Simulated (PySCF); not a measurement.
Predicted microwave data (PBE0/pcSseg-1 in PySCF (dipole) on a GFN2-xTB geometry, gas phase) for one isomer of C5H10OSSi:

* Rotational constants: A = 2258, B = 893.3, C = 674.1 MHz
* Dipole components: |μa| = 0.03 D, |μb| = 1.24 D, |μc| = 0.66 D
* Inertial defect: -39.89 u·Å²
* κ: -0.72

Question: Which structure is it? (One computed conformer of each.)
A. `[CH3:1]/[CH:2]=[CH:3]/[Si@@H:4]1[O:5][CH2:6][CH2:7][S:8]1` with C2–C3–Si4–O5 130°, C3–Si4–O5–C6 -114°, Si4–O5–C6–C7 -29°, O5–C6–C7–S8 44°, C6–C7–S8–Si4 -35°
B. `[CH2:1]=[CH:2][O:3][Si@@H:4]([CH3:5])[S:6][CH:7]=[CH2:8]` with C1–C2–O3–Si4 -3°, C2–O3–Si4–C5 -172°, O3–Si4–S6–C7 -172°, Si4–S6–C7–C8 -171°
C. `[CH2:1]=[CH:2][Si@@H:3]([SH:4])[O:5][CH:6]1[CH2:7][CH2:8]1` with C1–C2–Si3–S4 86°, C2–Si3–S4–H -54°, C2–Si3–O5–C6 -164°, Si3–O5–C6–C7 -161°
D. `[CH3:1][CH2:2][C:3]#[C:4][Si@H:5]([OH:6])[S:7][CH3:8]` with C4–Si5–O6–H -87°, C4–Si5–S7–C8 -54°
E. `[O:1]=[CH:2][C@H:3]1[CH2:4][SiH2:5][CH2:6][S:7][CH2:8]1` with O1–C2–C3–C4 -1°, C2–C3–C4–Si5 40°, C3–C4–Si5–C6 33°, C4–Si5–C6–S7 -27°, Si5–C6–S7–C8 44°

Answer: B. It is C=CO[Si@@H](C)SC=C, an asymmetric top, point group C1. The candidates at the same level (rigid rotor, commonest isotopes):

```tsv
SMILES	A (MHz)	B (MHz)	C (MHz)	μa (D)	μb (D)	μc (D)	Δ (u·Å²)	point group	rotor
O=C[C@H]1C[SiH2]CSC1	2069	1607	1382	2.11	1.96	1.37	-193.15	C1	asymmetric top
CCC#C[Si@H](O)SC	1909	755.4	577.2	2.79	0.90	0.23	-58.22	C1	asymmetric top
C=C[Si@@H](S)OC1CC1	2177	841.7	661.0	0.44	0.90	0.71	-68.05	C1	asymmetric top
C=CO[Si@@H](C)SC=C	2258	893.3	674.1	0.03	1.24	0.66	-39.89	C1	asymmetric top
C/C=C/[Si@@H]1OCCS1	2864	834.2	726.7	0.42	0.37	0.83	-86.83	C1	asymmetric top
```

`CCC#C[Si@H](O)SC` has A 15 % too low; `C=C[Si@@H](S)OC1CC1` has B 6 % too low; `C/C=C/[Si@@H]1OCCS1` has A 27 % too high; `O=C[C@H]1C[SiH2]CSC1` has C 105 % too high. No structure here is proved a minimum.
